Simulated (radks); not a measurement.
Values are calculated unless marked as measured or tabulated.
Ta65+, configuration [He] 2s2 2p4.

Level of theory: Dirac Kohn-Sham, PBE, spin-unpolarised, spherical densities, point nucleus; open shells fill j = l - 1/2 first (a radial shooting solver on a logarithmic mesh with Libxc functionals).

Energy parts (eV):
| part | energy |
|---|---|
| total | -261797.01 |
| kinetic | 306882.90 |
| electron-nucleus | -580724.75 |
| Hartree | 15085.88 |
| exchange-correlation | -3041.04 |

Orbitals (lengths in bohr, moments of r in powers of bohr):
orbital  occ.  eigenvalue (eV)      <r^2>
1s1/2       2        -73730.81  0.0004767
2s1/2       2        -17379.40   0.006929
2p1/2       2        -17017.40   0.004905
2p3/2       2        -15663.61   0.005983

The highest occupied level is 2p3/2 at -15663.6 eV. Summed over all electrons, <r^2> = 0.03659 bohr^2, which gives a Langevin (diamagnetic) susceptibility term of -0.029 x 10^-6 cm^3/mol. The density falls to 0.001 e/bohr^3 at r = 0.31 bohr.
